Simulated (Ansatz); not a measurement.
`CBCF` + H–F → `FBCF` + CH₄ at 500 K and 1 bar (ligand exchange at a B–C bond).

Isolated molecules relaxed with PBE0-D4/def2-TZVP in Ansatz; ΔE leaves out vibrations. CBS: MP2 limit from def2 TZ/QZ plus the TZ coupled-cluster correction, frozen cores. This one scheme is used for every species. Each species was taken in one conformer, which may not be the lowest.

| species | CCSD(T)/CBS energy (Eh) | H − E (kJ/mol) | S (J/(mol·K)) |
| --- | --- | --- | --- |
| `CBCF` | -204.28650 | 242.8 | 361.5 |
| H–F | -100.39570 | 39.4 | 188.7 |
| `FBCF` | -264.27174 | 148.2 | 327.9 |
| CH₄ | -40.46206 | 135.6 | 206.8 |

H − E and S are ideal-gas, rigid-rotor, harmonic terms from PBE0-D4/def2-TZVP, for one conformer and one mirror image of each species. 1 Eh = 2625.50 kJ/mol, R = 8.31446 J/(mol·K).

Problem. By hand: ΔE, ΔH, ΔS and ΔG.

Solution. ΔE = (-264.27174) + (-40.46206) − (-204.28650) − (-100.39570) = -0.05160 Eh = -135.5 kJ/mol. Δ(H − E) = 148.2 + 135.6 − 242.8 − 39.4 = 1.6, so ΔH = -133.9 kJ/mol. ΔS = 327.9 + 206.8 − 361.5 − 188.7 = -15.5 J/(mol·K). ΔG = -133.9 − 500 × (-15.5)/1000 = -126.2 kJ/mol.

Problem. By hand: the equilibrium constant, and the temperature at which ΔG would vanish if ΔH and ΔS stayed fixed.

Solution. log₁₀ K = −ΔG/(RT ln 10) = 13.2. ΔG = 0 at ΔH/ΔS = 8639 K, far beyond where these terms or the molecules hold.

ΔH outweighs TΔS. A doubt of 5 kJ/mol in ΔE shifts log₁₀ K by 0.5 here. Other conformers and mirror images would add mixing entropy, several J/(mol·K) or more a flexible species. These are equilibria of isolated gas molecules and say nothing of rates. Largest T1 diagnostic: 0.012 (customary marks: 0.02 for closed shells, 0.045 for open ones).
